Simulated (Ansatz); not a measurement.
`[F][Al]([SiH3])[Cl]` + `C=C[CH2][GeH3]` → `C=[CH][Al]([F])[SiH3]` + `Cl[CH2][GeH3]`  (redistribution)

Gas-phase electronic energies from Ansatz, PBE0-D4/def2-TZVP geometries. CBS: MP2 limit from def2 TZ/QZ plus the TZ coupled-cluster correction, frozen cores. Functionals use def2-TZVPP. B3LYP here is the variant with VWN-RPA as its local correlation; programs differ in this. For Ge outer-core shells are correlated without core-valence functions, which leaves a few kJ/mol of doubt a bond. Scalar relativity is left out up to krypton. Each species was taken in one conformer, which may not be the lowest.

| level | ΔE (kcal/mol) | difference from CCSD(T)/CBS |
| --- | --- | --- |
| PBE-D4 | 46.6 | -1.5 |
| r2SCAN-D4 | 48.9 | 0.8 |
| PBE0-D4 | 48.0 | -0.1 |
| B3LYP-D4 | 47.5 | -0.6 |
| ωB97X-V | 47.5 | -0.6 |
| ωB97M-V | 47.6 | -0.5 |
| B2PLYP | 48.1 | 0.0 |
| PBE | 46.5 | -1.6 |
| r2SCAN | 48.9 | 0.8 |
| PBE0 | 48.0 | -0.1 |
| B3LYP | 47.5 | -0.6 |
| HF/def2-TZVPP | 49.8 | 1.7 |
| MP2/def2-TZVPP | 49.4 | 1.3 |
| SCS-MP2/def2-TZVPP | 48.3 | 0.2 |
| CCSD/def2-TZVPP | 48.3 | 0.2 |
| CCSD(T)/def2-TZVPP | 47.8 | -0.3 |
| HF/def2-QZVPP | 49.7 | 1.6 |
| MP2/def2-QZVPP | 49.6 | 1.5 |
| SCS-MP2/def2-QZVPP | 48.6 | 0.5 |
| HF/CBS(def2) | 49.7 | 1.6 |
| MP2/CBS(def2) | 49.7 | 1.6 |
| CCSD/CBS(def2) | 48.6 | 0.5 |
| CCSD(T)/CBS | 48.1 | 0 |

Largest T1 diagnostic among the species: 0.013.

From PBE to PBE0 (25 % exact exchange), in def2-TZVPP and without D4, ΔE moves by +1.5 kcal/mol.
